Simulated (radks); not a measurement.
Results of a calculation; reference values are marked as such.
Task: The mean radii <r> (bohr) of the occupied orbitals of an atom or ion are listed with their occupations. Code: a radial shooting solver on a logarithmic mesh with Libxc functionals. Model: Dirac Kohn-Sham, LDA (Slater exchange, Perdew-Wang correlation), spin-unpolarised, spherical densities, point nucleus.

| orbital | occ. | <r> |
|---|---|---|
| 1s1/2 | 2 | 0.04153 |
| 2s1/2 | 2 | 0.1835 |
| 2p1/2 | 2 | 0.1574 |
| 2p3/2 | 4 | 0.1614 |
| 3s1/2 | 2 | 0.5302 |
| 3p1/2 | 2 | 0.5326 |
| 3p3/2 | 4 | 0.5430 |
| 3d3/2 | 4 | 0.5481 |
| 3d5/2 | 6 | 0.5518 |
| 4s1/2 | 2 | 1.404 |
| 4p1/2 | 0.333333 | 1.544 |
| 4p3/2 | 0.666667 | 1.567 |
| 4f5/2 | 0.428571 | 3.096 |
| 4f7/2 | 0.571429 | 3.097 |

Name the element and its charge. Open shells, if any, are shared by 2j + 1.

Result: Z = 36, krypton, charge +4: Kr4+ in [Ar] 3d10 4s2 4p1 4f1. The 1s radius gives Z: for a bare nucleus <r> = (2 gamma + 1)/(2Z) with gamma = sqrt(1 - (Z/c)^2), 0.04069 bohr for Z = 36, and screening makes it slightly larger (0.04153 here). The occupations add up to 32, and the charge is Z minus that.
